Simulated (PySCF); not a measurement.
# How good is the calculation?

Geometry:
```
atom   x (Å)   y (Å)   z (Å)
  C1   2.587   0.239  -0.123
  N2   1.457  -0.354  -0.786
  C3   0.171  -0.243  -0.353
  C4  -0.233   0.687   0.618
  C5  -1.570   0.750   0.946
  C6  -2.471  -0.102   0.317
  C7  -1.972  -0.986  -0.622
  N8  -0.695  -1.065  -0.952
  H9   2.695  -0.111   0.910
 H10   3.490  -0.013  -0.673
 H11   2.488   1.327  -0.111
 H12   1.620  -1.156  -1.374
 H13   0.484   1.335   1.094
 H14  -1.913   1.456   1.690
 H15  -3.523  -0.077   0.552
 H16  -2.622  -1.677  -1.143
```

Published estimates (parent shift plus substituent increments) and measurements: δ $^{13}$C C3 160.7; C7 148.5; C5 137.4; C6 112.4; C4 107.5 ppm (estimated from measurements, as parent shift plus tabulated substituent increment; solution, not stated per compound (mostly CDCl3 or CCl4); Pretsch, Buehlmann, Badertscher, Structure Determination of Organic Compounds, 4th ed. (2009)).

Computational details: GFN2-xTB geometry, shielding tensors at PBE0/pcSseg-1 (GIAO), in PySCF 2.14.0 with density-fitted response routines (one conformer, isolated molecule, relativity neglected, fast rotation and ring inversion assumed for equivalent nuclei).

Problem. Set the calculated values beside the experiment.

Solution. 
Reference values: estimated from measurements, as parent shift plus tabulated substituent increment (solution, not stated per compound (mostly CDCl3 or CCl4); Pretsch, Buehlmann, Badertscher, Structure Determination of Organic Compounds, 4th ed. (2009)).
```tsv
atoms	quantity	reference	computed	computed, scaled
C3	δ $^{13}$C	160.7	163.3	157.0
C7	δ $^{13}$C	148.5	155.5	149.4
C5	δ $^{13}$C	137.4	143.5	137.7
C6	δ $^{13}$C	112.4	116.4	111.2
C4	δ $^{13}$C	107.5	104.3	99.4
```

Computed shifts are σ(ref) − σ with the named reference compound (TMS for H and C) calculated as an isolated molecule at the same level. The measured values may be among those fitted. Expected solution values come from regression of measured δ (H and C: mostly CDCl3, vs TMS) on computed σ: $^{13}$C (scatter 2.1 ppm rms, 2.3 ppm with the 13 outliers that the fit left out). Occasional misses reach two or three times the rms, and more in compound classes unlike the fitted ones.

Problem. How far are the unscaled $^{13}$C shifts from the references?

Solution. Mean signed difference +3.30 ppm, mean absolute 4.58 ppm over 5 comparisons; the largest is +7.0 ppm at C7 (aromatic CH next to a ring nitrogen).
